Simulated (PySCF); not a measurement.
## `C[P@](=O)(P)CCCO`, C4H12O2P2

Molfile (atoms numbered from 1):
```
C4H12O2P2
     RDKit          3D

 20 19  0  0  0  0  0  0  0  0999 V2000
    2.3334   -1.2377   -0.1821 C   0  0  0  0  0  0  0  0  0  0  0  0
    0.7025   -0.4854   -0.5917 P   0  0  2  0  0  5  0  0  0  0  0  0
    0.0638   -1.1587   -1.7453 O   0  0  0  0  0  0  0  0  0  0  0  0
    0.9718    1.6751   -0.8631 P   0  0  0  0  0  0  0  0  0  0  0  0
   -0.2695   -0.7255    0.9758 C   0  0  0  0  0  0  0  0  0  0  0  0
   -1.1701    0.4491    1.3280 C   0  0  0  0  0  0  0  0  0  0  0  0
   -2.2055    0.7371    0.2391 C   0  0  0  0  0  0  0  0  0  0  0  0
   -1.6000    1.0681   -0.9890 O   0  0  0  0  0  0  0  0  0  0  0  0
    2.9442   -1.2305   -1.0830 H   0  0  0  0  0  0  0  0  0  0  0  0
    2.1617   -2.2709    0.1136 H   0  0  0  0  0  0  0  0  0  0  0  0
    2.8346   -0.6955    0.6150 H   0  0  0  0  0  0  0  0  0  0  0  0
    2.3468    1.5293   -1.0951 H   0  0  0  0  0  0  0  0  0  0  0  0
    0.6807    1.5575   -2.2129 H   0  0  0  0  0  0  0  0  0  0  0  0
   -0.8589   -1.6335    0.8167 H   0  0  0  0  0  0  0  0  0  0  0  0
    0.4307   -0.9042    1.7934 H   0  0  0  0  0  0  0  0  0  0  0  0
   -0.5576    1.3454    1.4584 H   0  0  0  0  0  0  0  0  0  0  0  0
   -1.6914    0.2485    2.2668 H   0  0  0  0  0  0  0  0  0  0  0  0
   -2.8034    1.6061    0.5325 H   0  0  0  0  0  0  0  0  0  0  0  0
   -2.8747   -0.1227    0.1187 H   0  0  0  0  0  0  0  0  0  0  0  0
   -1.4442    0.2591   -1.4990 H   0  0  0  0  0  0  0  0  0  0  0  0
  1  2  1  0
  2  3  2  0
  2  4  1  6
  2  5  1  0
  5  6  1  0
  6  7  1  0
  7  8  1  0
  1  9  1  0
  1 10  1  0
  1 11  1  0
  4 12  1  0
  4 13  1  0
  5 14  1  0
  5 15  1  0
  6 16  1  0
  6 17  1  0
  7 18  1  0
  7 19  1  0
  8 20  1  0
M  END
```

Computed, not measured: PySCF 2.14.0, GIAO BHandHLYP/pcSseg-1 magnetisability, rotational g tensor and spin-rotation constants, non-relativistic, gas phase. Geometry: GFN2-xTB.

Problem. Give the nuclear spin-rotation constants along the inertial axes (H = +C I·J) beside the isotropic shieldings.

Solution. Rotational constants 1.8378, 1.2155, 1.0327 GHz. A star marks the isotopologue with that one atom substituted, in its own axes.
| atom | isotope | Caa (kHz) | Cbb (kHz) | Ccc (kHz) | mean (kHz) | σ (ppm) |
| --- | --- | --- | --- | --- | --- | --- |
| P2 | 31P | 3.412 | 2.168 | 1.405 | 2.329 | 284.0 |
| P4 | 31P | 2.480 | 1.082 | 1.197 | 1.586 | 502.1 |
| H9 | 1H | -0.043 | -0.099 | -0.099 | -0.080 | 30.2 |
| H10 | 1H | -0.181 | 0.020 | -0.124 | -0.095 | 30.2 |
| H11 | 1H | -0.201 | -0.152 | 0.016 | -0.112 | 31.1 |
| H12 | 1H | 0.028 | -0.112 | -0.115 | -0.067 | 29.6 |
| H13 | 1H | -0.225 | -0.092 | 0.010 | -0.102 | 29.4 |
| H14 | 1H | -0.203 | -0.027 | -0.070 | -0.100 | 30.2 |
| H15 | 1H | -0.169 | -0.106 | -0.025 | -0.100 | 30.4 |
| H16 | 1H | -0.172 | -0.047 | -0.045 | -0.088 | 29.2 |
| H17 | 1H | -0.124 | -0.059 | -0.086 | -0.090 | 30.4 |
| H18 | 1H | 0.035 | -0.097 | -0.090 | -0.051 | 27.8 |
| H19 | 1H | -0.167 | -0.035 | -0.039 | -0.080 | 28.2 |
| H20 | 1H | -0.114 | -0.122 | -0.036 | -0.090 | 28.2 |
| C1 | 13C* | 0.257 | 0.202 | 0.162 | 0.207 | 159.8 |
| O3 | 17O* | -0.230 | -0.090 | -0.250 | -0.190 | 218.9 |
| C5 | 13C* | 0.331 | 0.211 | 0.168 | 0.237 | 148.5 |
| C6 | 13C* | 0.294 | 0.191 | 0.168 | 0.217 | 156.6 |
| C7 | 13C* | 0.392 | 0.244 | 0.227 | 0.288 | 121.6 |
| O8 | 17O* | -0.138 | -0.114 | -0.083 | -0.112 | 295.4 |

For the geometry as given, no vibrational averaging.

Problem. How do the rotational constants and the g tensor change when H9, H10, H11, H12, H13, H14, H15, H16, H17, H18, H19, H20 are replaced by deuterium?

Solution. Constants 1.6038, 1.0436, 0.8864 GHz; g -0.0189, -0.0101, -0.0058, against -0.0214, -0.0117, -0.0067 before.
